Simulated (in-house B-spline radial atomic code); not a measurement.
**How G0W0 and RPA depend on the start: As XXX (As29+)**

Configuration [He] 2s2. Computed with a B-spline radial code for spherical atoms: all electrons, non-relativistic, point nucleus, each spin shell either full or empty, empty states to l = 9 with an (l + 1/2)⁻⁴ tail; G0W0 by contour deformation at full frequency.

```
       start  mean-field 2s (eV)  G0W0 (eV)  QP weight  RPA correlation (Eh)
Hartree-Fock            -3224.52   -3232.55      0.982              -0.45202
         PBE            -3178.45          ?          ?                     ?
       wB97X            -3191.09   -3234.50      0.967              -0.62724
        SCAN            -3181.68   -3235.15      0.962              -0.70546
       HSE06            -3189.86          ?          ?                     ?
```

What G0W0 level, weight and RPA correlation energy follow from the HSE06 start?

G0W0 level -3234.65 eV, weight 0.967, RPA correlation -0.636 hartree.

What G0W0 level, weight and RPA correlation energy follow from the PBE start?

G0W0 level -3235.43 eV, weight 0.958, RPA correlation -0.75359 hartree.

How much of the dependence on the start does G0W0 remove?

The mean-field levels span 46.1 eV and the G0W0 levels 2.88 eV. Against 3287 ± 3 eV (NIST, semi-empirical) the G0W0 removal energies are off by -54.45 to -51.57 eV, with relativity, Breit and QED terms left out.
